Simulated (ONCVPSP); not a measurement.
Xe (Z = 54): one change to an ONCV potential, before and after

```json
{
 "Element": "xenon",
 "Generator": "ONCVPSP 4.0.1",
 "Type": "optimised norm-conserving Vanderbilt (ONCV)",
 "Functional": "PBEsol",
 "Relativity": "scalar-relativistic",
 "Frozen core": "[Ar] 3d10",
 "Valence charge": "26",
 "Reference configuration": "4s2 4p6 4d10 5s2 5p6",
 "Partial waves": "4s+5s: rc 1.30 bohr, ncon 5, nbas 8, qcut 11.6 1/bohr, 3 projectors, debl 3.4 Ha; 4p+5p: rc 1.00 bohr, ncon 4, nbas 8, qcut 15.3 1/bohr, 2 projectors; 4d: rc 0.95 bohr, ncon 3, nbas 8, qcut 10.4 1/bohr, local",
 "Local potential": "the d channel",
 "Core correction": "none"
}
```

All-electron outer shells of the reference configuration (PBEsol, scalar-relativistic, ld1.x):

| shell | level (eV) | outermost node (bohr) | outermost maximum (bohr) |
| --- | --- | --- | --- |
| 3p | -916.35 | 0.12 | 0.27 |
| 3d | -653.54 | – | 0.23 |
| 4s | -197.17 | 0.36 | 0.66 |
| 4p | -141.07 | 0.36 | 0.69 |
| 4d | -59.31 | 0.34 | 0.75 |
| 5s | -19.78 | 0.85 | 1.63 |
| 5p | -8.24 | 0.92 | 1.91 |

Change: all radii scaled by about 1.29 (s 1.68, p 1.30, d 1.22 bohr).

Cutoffs: the cutoffs (Ha) at which the residual kinetic energy of the hardest occupied pseudo-wave falls to 1 and 0.1 mHa per electron; they do not see the model core or the augmentation charge, which bear on the density cutoff. Errors are all-electron minus pseudo energies relative to the spin-unpolarised reference configuration.

Task: How do hardness, ghosts and transferability respond?

Result: The potential gets softer (78 Ha and 247 Ha → 71 Ha and 83 Ha); of the 4 tests that both files solve, the error grows in 1 and shrinks in 2 by more than 15 % and 0.3 meV (median size 9.5 → 9.1 meV); neither file shows a bound ghost. A larger radius leaves more room for a smooth pseudo-wave, so fewer plane waves are needed.

```tsv
quantity	base	changed
cutoff, loose	78 Ha	71 Ha
cutoff, tight	247 Ha	83 Ha
loose cutoff by channel	s 50 Ha, p 78 Ha, d 56 Ha	s 35 Ha, p 71 Ha, d 47 Ha
bound ghosts	none	none
GHOST(+) flags under 300 eV	none	none
error for 4s2 4p6 4d10 5s2 5p5, meV [ΔE 12.55 eV]	-2.1	-2.9
error for 4s2 4p6 4d10 5s2 5p4, meV [ΔE 34.33 eV]	-6.3	-6.7
error for 4s2 4p6 4d10 5s2 5p3, meV [ΔE 66.10 eV]	-13	-11
error for 4s2 4p6 4d10 5s2 5p2, meV [ΔE 108.49 eV]	-22	-17
```
